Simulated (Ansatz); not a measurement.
CH5NOSi2 can be A, `C1=N[SiH2]O[SiH2]1`, or B, `O[SiH]1C=N[SiH2]1`.

Isolated molecules relaxed with PBE0-D4/def2-TZVP in Ansatz; ΔE leaves out vibrations. CCSD(T)/CBS adds triple-zeta CCSD(T) − MP2 to the extrapolated MP2 energy (def2 sets, frozen cores). DFT in def2-TZVPP. B3LYP here is the variant with VWN-RPA as its local correlation; programs differ in this. Each species was taken in one conformer, which may not be the lowest.

A:

Z-matrix (Å, degrees):
```
Si
N 1 1.760
Si 1 2.761 2 69.5
O 1 1.659 2 102.9 3 -0.0
H 1 1.481 2 110.3 3 118.6
H 1 1.481 2 110.3 3 -118.6
C 2 1.275 1 112.8 3 0.0
H 3 1.485 1 123.6 2 -101.5
H 3 1.485 1 123.6 2 101.5
H 7 1.098 2 118.8 1 -180.0
```

B:

```xyz
10

O     2.088    1.085    0.071
Si    0.961   -0.064   -0.274
C    -0.665    0.334   -1.202
N    -1.631   -0.195   -0.540
Si   -0.881   -0.724    1.001
H     1.810    1.835    0.599
H     1.724   -1.127   -0.979
H    -0.875    0.826   -2.161
H    -1.331    0.160    2.111
H    -1.200   -2.129    1.374
```

(1) Which is lower in electronic energy at CCSD(T)/CBS, and by how much? (Estimate.)

(2) Give E(B) − E(A) in kJ/mol with PBE0-D4, ωB97M-V, MP2/def2-TZVPP, B3LYP-D4, HF/def2-TZVPP, CCSD/def2-TZVPP, r2SCAN-D4. (Best estimate.)

Largest T1 diagnostic: 0.014.

## Answers

(1) Ansatz gave: A, by 183.4 kJ/mol.

(2) The calculation gave: PBE0-D4 167.3, ωB97M-V 184.0, MP2/def2-TZVPP 187.4, B3LYP-D4 182.4, HF/def2-TZVPP 209.9, CCSD/def2-TZVPP 187.6, r2SCAN-D4 179.1. None reverses the order clearly.

The D4 term adds +3.1 kJ/mol with B3LYP and +1.4 kJ/mol with PBE0; it sums over pairs of atoms, weighted by their polarisabilities, and B3LYP, whose exchange is more repulsive, gets the larger term. From PBE to PBE0 (25 % exact exchange), in def2-TZVPP and without D4, E(B) − E(A) moves by +12.2 kJ/mol.
